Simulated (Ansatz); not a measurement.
GeH7NOSi can be A, `N[SiH2][O][GeH3]`, or B, `[OH][GeH2][NH][SiH3]`.

Program: Ansatz. Geometries: PBE0-D4/def2-TZVP. ΔE: electronic, gas phase. CCSD(T)/CBS is the MP2 limit (def2-TZVPP, def2-QZVPP) plus CCSD(T) − MP2 in def2-TZVPP, frozen cores. Functionals use def2-TZVPP. B3LYP here is the variant with VWN-RPA as its local correlation; programs differ in this. For Ge outer-core shells are correlated without core-valence functions, which leaves a few kJ/mol of doubt a bond. Scalar relativity is left out up to krypton. One conformer a species, not always the lowest.

A:

Z-matrix (Å, degrees):
```
Si
O 1 1.638
N 1 1.704 2 113.9
H 1 1.487 2 108.7 3 119.5
H 1 1.487 2 108.7 3 -119.5
Ge 2 1.772 1 135.0 3 -179.6
H 3 1.007 1 120.7 2 73.5
H 3 1.007 1 120.7 2 -73.6
H 6 1.538 2 108.8 1 -60.5
H 6 1.533 2 105.7 1 179.8
H 6 1.538 2 108.8 1 60.1
```

B:

Z-matrix (Å, degrees):
```
Ge
N 1 1.830
O 1 1.780 2 110.9
H 1 1.536 2 106.3 3 -120.7
H 1 1.532 2 111.0 3 113.6
Si 2 1.720 1 128.4 3 108.1
H 2 1.010 1 114.2 3 -68.3
H 3 0.960 1 112.6 2 -58.9
H 6 1.490 2 112.5 1 -116.7
H 6 1.489 2 112.3 1 122.5
H 6 1.486 2 106.9 1 2.7
```

Q: Which is lower in electronic energy at CCSD(T)/CBS, and by how much? (Estimate.)

A: Computed: A, by 91.4 kJ/mol.

Q: Give E(B) − E(A) in kJ/mol with B3LYP-D4, B3LYP, HF/def2-TZVPP, MP2/def2-TZVPP, PBE-D4, PBE0-D4, B2PLYP. (Best estimate.)

A: Computed: B3LYP-D4 95.6, B3LYP 97.4, HF/def2-TZVPP 103.8, MP2/def2-TZVPP 89.1, PBE-D4 86.9, PBE0-D4 90.3, B2PLYP 95.0. None reverses the order clearly.

Largest T1 diagnostic: 0.012.

From PBE to PBE0 (25 % exact exchange), in def2-TZVPP and without D4, E(B) − E(A) moves by +3.2 kJ/mol. In def2-TZVPP, CCSD(T) changes the Hartree–Fock value by −14.3 kJ/mol (the triples alone add −2.3 kJ/mol) and MP2 by −14.6 kJ/mol.
